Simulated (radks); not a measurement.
Neutral rubidium, configuration [Kr] 5s1. Calculated with a radial shooting solver on a logarithmic mesh with Libxc functionals: Dirac Kohn-Sham, PBE, spin-unpolarised, spherical densities, finite nucleus; Fermi nuclear charge, rms radius 4.2036 fm.

Radial electron density D(r) = 4 pi r^2 rho(r):

```
   r/bohr * D(r) (the largest magnitude, 55.5, reaches the edge; | marks zero)
 0.004497 |      *
 0.005235 |        *
 0.006094 |           *
 0.007095 |              *
 0.008194 |                 *
 0.009539 |                     *
   0.0111 |                         *
  0.01293 |                             *
  0.01493 |                                  *
  0.01738 |                                      *
  0.02023 |                                         *
  0.02356 |                                            *
  0.02742 |                                             *
  0.03167 |                                             *
  0.03687 |                                           *
  0.04292 |                                        *
  0.04997 |                                      *
  0.05771 |                                     *
  0.06718 |                                      *
  0.07821 |                                          *
  0.09105 |                                               *
    0.106 |                                                    *
   0.1224 |                                                      *
   0.1425 |                                                     *
   0.1659 |                                               *
   0.1931 |                                       *
    0.223 |                                 *
   0.2597 |                              *
   0.3023 |                                *
   0.3519 |                                    *
   0.4097 |                                      *
   0.4731 |                                    *
   0.5508 |                              *
   0.6412 |                     *
   0.7465 |             *
   0.8621 |         *
    1.004 |      *
    1.168 |      *
     1.36 |     *
    1.583 |     *
    1.829 |   *
    2.129 |  *
    2.478 | *
    2.885 |*
    3.332 |*
    3.879 *
    4.516 *
    5.257 *
     6.12 *
    7.068 *
    8.229 *
    9.579 *
    11.15 *
    12.88 *
    14.99 *
```

D(r) has 3 maxima, at r = 0.0283, 0.125, 0.413 bohr, and minima at 0.0582, 0.264 bohr, inside which lie 2.07, 11.07 electrons.
